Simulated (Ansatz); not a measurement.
Geometry optimisation, Ansatz, RKS PBE-D4/6-31G.

The input (input.yaml):

```yaml
crystal:
  periodic: [false, false, false]
  atoms:
    - { symbol: B, position_ang: [-1.4373, 0.9919, -0.3855] }
    - { symbol: C, position_ang: [-1.0363, 0.0873, 0.7915] }
    - { symbol: Al, position_ang: [0.9038, -0.1979, 0.6946] }
    - { symbol: B, position_ang: [1.8504, -1.0544, -0.9704] }
    - { symbol: H, position_ang: [-1.3257, 0.6917, -1.5363] }
    - { symbol: H, position_ang: [-2.0004, 2.0905, -0.167] }
    - { symbol: H, position_ang: [-1.5265, -0.8835, 0.7111] }
    - { symbol: H, position_ang: [-1.2516, 0.5789, 1.7564] }
    - { symbol: H, position_ang: [1.8659, 0.2564, 1.9754] }
    - { symbol: H, position_ang: [2.9457, -1.2358, -0.9982] }
    - { symbol: H, position_ang: [-0.03391, -0.67856, -0.42846] }
basis:
  gaussian: { orbitals: "6-31G" }
hamiltonian:
  xc: pbe
  dispersion: d4
relax:
  f_tol: 0.02
  max_steps: 50
```

Command:

```bash
$ ansatz run input.yaml --threads 1 --pin off --max-ram 2048MiB --backend cpu --events-out ev --progress --plain --runs-dir out
```

Question: Where does it end, and by what steps?

Answer: It converged. Limits of this set-up: no polarisation functions. After 32 steps the energy has fallen by 7.200 eV; H10 moved furthest, 2.02 Å. Parted: Al3–H11. Joined: B1–Al3, B1–B4, B4–H5, B4–H11.

```tsv
step	energy less start (eV)	largest force component (eV/Å)	accepted
0	0.0000	4.034	yes
2	-3.0176	2.276	yes
4	-4.8107	1.243	yes
6	-5.6493	0.491	yes
8	-5.9255	0.538	yes
10	-6.0775	0.374	yes
12	-6.1500	0.427	yes
14	-6.1614	0.496	no
16	-6.1875	0.075	yes
18	-6.2133	0.422	yes
20	-6.3207	0.710	yes
22	-6.6966	0.723	yes
24	-6.9538	0.440	yes
26	-7.1154	0.469	yes
28	-7.1865	0.448	yes
30	-7.1997	0.056	yes
32	-7.2003	0.009	yes
```

```xyz
11
Properties=species:S:1:pos:R:3
B -0.537 0.769 -0.316
C -1.262 0.240 1.011
Al 0.649 -0.218 1.263
B 0.710 -0.249 -0.902
H -0.524 -0.208 -1.338
H -0.686 1.862 -0.791
H -1.882 -0.666 0.905
H -1.782 0.977 1.636
H 1.987 -0.369 2.124
H 1.486 -0.095 -1.797
H 0.796 -1.396 -0.353
```

Whether the end is a true minimum wasn't checked by a vibrational analysis.

Run time: 49 s on 1 thread of Intel(R) Xeon(R) 6975P-C (Granite Rapids) (shared host), peak memory 0.22 GiB.
